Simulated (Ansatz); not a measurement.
One geometry of the cluster Si₄O₈, several levels of theory.

```yaml
crystal:
  periodic: [false, false, false]
  atoms:
    - {symbol: Si, position_ang: [-0.660391, 0.044546, -2.078207]}
    - {symbol: Si, position_ang: [-1.047547, -1.895738, 0.304195]}
    - {symbol: Si, position_ang: [1.872531, 1.098407, -0.268663]}
    - {symbol: Si, position_ang: [-0.163980, 0.750454, 2.041691]}
    - {symbol: O, position_ang: [-1.187898, -1.274928, -1.225851]}
    - {symbol: O, position_ang: [0.658943, 0.595079, -1.261060]}
    - {symbol: O, position_ang: [-1.230001, -3.359155, 0.727653]}
    - {symbol: O, position_ang: [-0.640248, -0.617909, 1.259510]}
    - {symbol: O, position_ang: [-0.830362, 1.414632, 3.253754]}
    - {symbol: O, position_ang: [1.173877, 1.284013, 1.222538]}
    - {symbol: O, position_ang: [-1.291553, 0.639596, -3.343828]}
    - {symbol: O, position_ang: [3.346612, 1.321002, -0.631721]}
basis:
  gaussian: {orbitals: def2-TZVP, initial_orbitals: start.molden}
hamiltonian: {xc: pbe, dispersion: d4}
scf: {omitted_lower_state_checks: [starts]}
output: {forces: true, orbitals: {seedname: orbitals}}
```

The file start.molden holds the orbitals of an earlier run on this structure, at another level or in another basis.

```sh
$ ansatz run in.yaml --threads 4 --pin off --events-out ev --progress --plain --max-ram 6963MiB
```

Shortened log:

```
Functional definition: PBE
  name "PBE"
  cite "Perdew, Burke & Ernzerhof, Phys. Rev. Lett. 77, 3865 (1996) doi:10.1103/PhysRevLett.77.3865"
  parent pbe
  parameter kappa = 0.804
  parameter beta = 0.06672455060314922
  exchange = pbe_x(kappa = kappa, mu = beta*pi^2/3)
  correlation = pbe_c(beta = beta)
these checks for a lower state are left out or cut short: starts
2216 factors; their error is unknown
mean field evaluation 1: about -47872.7588 eV, gradient 1.8e1 eV
mean field evaluation 2: about -47873.1373 eV, gradient 4.5e-1 eV
mean field evaluation 4: about -47873.1113 eV, gradient 1.1e-1 eV
mean field evaluation 8: about -47873.1113 eV, gradient 1.0e-5 eV
mean field -47873.11128387 eV, -1759.3043901220 hartree, gradient 1.0e-5 eV, S^2 0.000000; 0 other end points of the search recorded, 0 dependent functions left out
the calculation of the forces begins
reference -47873.11134023 eV, -1759.3043921932 hartree; 60, 60 occupied and 336, 336 virtual orbitals, 2216 factors
Total energy: -47873.75751502 eV, -1759.3281386786 hartree
Atom 0 at    -0.660391     0.044546    -2.078207 Å, force     0.095193    -0.004102     0.168874 eV/Å
Atom 1 at    -1.047547    -1.895738     0.304195 Å, force     0.068785     0.184184     0.003378 eV/Å
Atom 2 at     1.872531     1.098407    -0.268663 Å, force    -0.182038    -0.072087    -0.002138 eV/Å
Atom 3 at    -0.163980     0.750454     2.041691 Å, force     0.017544    -0.099210    -0.163407 eV/Å
Atom 4 at    -1.187898    -1.274928    -1.225851 Å, force     0.153470     0.157195     0.148667 eV/Å
Atom 5 at     0.658943     0.595079    -1.261060 Å, force     0.026641     0.040369    -0.063567 eV/Å
Atom 6 at    -1.230001    -3.359155     0.727653 Å, force     0.081325     0.740163    -0.218832 eV/Å
Atom 7 at    -0.640248    -0.617909     1.259510 Å, force    -0.038899    -0.030169     0.060819 eV/Å
Atom 8 at    -0.830362     1.414632     3.253754 Å, force     0.347480    -0.336693    -0.606978 eV/Å
Atom 9 at     1.173877     1.284013     1.222538 Å, force    -0.140925    -0.164405    -0.146901 eV/Å
Atom 10 at    -1.291553     0.639596    -3.343828 Å, force     0.319664    -0.312188     0.633260 eV/Å
Atom 11 at     3.346612     1.321002    -0.631721 Å, force    -0.748241    -0.103057     0.186827 eV/Å
Dipole moment:     0.002424    -0.006798    -0.002644 e Å
Checks for a lower state left out: starts
```

Hardware: 4 threads of Arm Neoverse V1 on a shared host. Wall time 9 s, peak host memory 0.9 GiB.

As the first input, with `hamiltonian: {xc: pbe0, dispersion: d4}`, `output: {orbitals: {seedname: orbitals}}` (abridged; 20 s):

```
Functional definition: PBE0
mean field -47874.69062914 eV, -1759.3624299900 hartree, gradient 7.9e-5 eV, S^2 0.000000
Total energy: -47875.25417712 eV, -1759.3831399964 hartree
Checks for a lower state left out: starts
```

First input, but with `hamiltonian: {xc: r2scan, dispersion: d4}`, `output: {orbitals: {seedname: orbitals}}` (abridged; 14 s):

```
Functional definition: r2SCAN
mean field -47895.51005754 eV, -1760.1275298720 hartree, gradient 1.0e-5 eV, S^2 0.000000
Total energy: -47895.67645999 eV, -1760.1336450493 hartree
Checks for a lower state left out: starts
```

Geometry: PBE-D4/def2-SVP.

Another isomer (singlet) lies 2.18 eV lower at PBE0-D4/def2-TZVP; other spin states weren't run for this one.
